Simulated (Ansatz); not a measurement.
## InNH2F2 (SMILES [NH2][In]([F])[F]): the energy to break a bond

The species is InNH2F2 (6 atoms), meant as a singlet with charge 0. As SMILES, `[NH2][In]([F])[F]`. Geometry: optimised at r2SCAN/def2-SVP.

```xyz
6

N    -0.2494    1.1735   -0.3057
In    0.2675   -0.7538    0.0392
F     1.8827   -1.2833    1.0001
F    -0.6316   -2.2775   -0.7868
H     0.0266    1.7917    0.4585
H    -1.2537    1.2854   -0.4514
```

Wanted: the dissociation energy of the H5–N1 bond into doublet H and doublet InNHF2 (shapes relaxed at r2SCAN/def2-SVP, no zero-point term). 1 Eh = 2625.50 kJ/mol = 27.2114 eV. Totals in Eh; open shells run unrestricted unless said.

| level | program | InNH2F2 | doublet H | doublet InNHF2 |
| --- | --- | --- | --- | --- |
| BLYP/def2-SVP (core potential) | Ansatz | -445.539956 | -0.496404 | -444.867462 |
| r2SCAN/def2-SVP (core potential) | Ansatz | -445.574154 | -0.499209 | -444.897070 |
| B3LYP/def2-SVP (core potential) | Ansatz | -445.680816 | -0.501259 | -444.999490 |

Work out the dissociation energy at each level.


1. BLYP/def2-SVP (core potential): (-0.496404) + (-444.867462) − (-445.539956) = 0.176090 Eh = 462.3 kJ/mol = 4.79 eV.
2. r2SCAN/def2-SVP (core potential): (-0.499209) + (-444.897070) − (-445.574154) = 0.177875 Eh = 467.0 kJ/mol = 4.84 eV.
3. B3LYP/def2-SVP (core potential): (-0.501259) + (-444.999490) − (-445.680816) = 0.180067 Eh = 472.8 kJ/mol = 4.90 eV.

The levels span 462 to 473 kJ/mol; no measured value is set beside them. A bond enthalpy at 298 K also holds the loss of zero-point energy and thermal terms.
